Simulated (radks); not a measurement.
The numbers below are computed, except where a source is named.
F4+, 5 electrons, occupied as [He] 2s2 2p1. Code: a radial shooting solver on a logarithmic mesh with Libxc functionals. Model: scalar-relativistic Kohn-Sham, PBEsol, spin-unpolarised, spherical densities, finite nucleus; Fermi nuclear charge, rms radius 2.8976 fm.

Local quantities along the radius. ELF = 1/(1 + alpha^2) is the electron localisation function; alpha = (tau - tau_W)/tau_unif compares the Pauli kinetic energy density with that of the uniform gas. tau is taken from the large components.

r (bohr)    ELF     alpha
0.005566  1.000  0.001518
0.006963  1.000  0.001564
0.008781  1.000  0.001630
0.01099   1.000  0.001718
0.01385   1.000  0.001843
0.01733   1.000  0.002011
0.02169   1.000  0.002247
0.02735   1.000  0.002603
0.03421   1.000  0.003121
0.0428    1.000  0.003932
0.05398   1.000  0.005340
0.06753   1.000  0.007789
0.08517   1.000   0.01282
0.1066    0.999   0.02356
0.1333    0.997   0.05051
0.1681    0.982    0.1343
0.2103    0.852    0.4162
0.2631    0.335     1.409
0.3318    0.075     3.512
0.4151    0.102     2.967
0.5236    0.479     1.044
0.655     0.846    0.4262
0.8195    0.922    0.2905
1.033     0.915    0.3039
1.293     0.836    0.4425
1.63      0.541    0.9205
2.04      0.119     2.718
2.552     0.006     12.46
3.218     0.000     104.6

On this mesh the ELF has minima near r = 0.37 bohr, which separate the shells, and maxima near 0.92 (0.93).

Self-consistent cycle (total energy in hartree, residual of the potential): 1: -91.695696, 3e+00; 2: -91.844465, 2e+00; 3: -91.962925, 3e-02; 4: -91.962968, 2e-02; 5: -91.962971, 5e-04; 6: -91.962971, 1e-05; 7: -91.962971, 4e-06; 8: -91.962971, 7e-08; 9: -91.962971, 3e-08; 10: -91.962971, 2e-08; 11: -91.962971, 1e-08; 12: -91.962971, 8e-11.
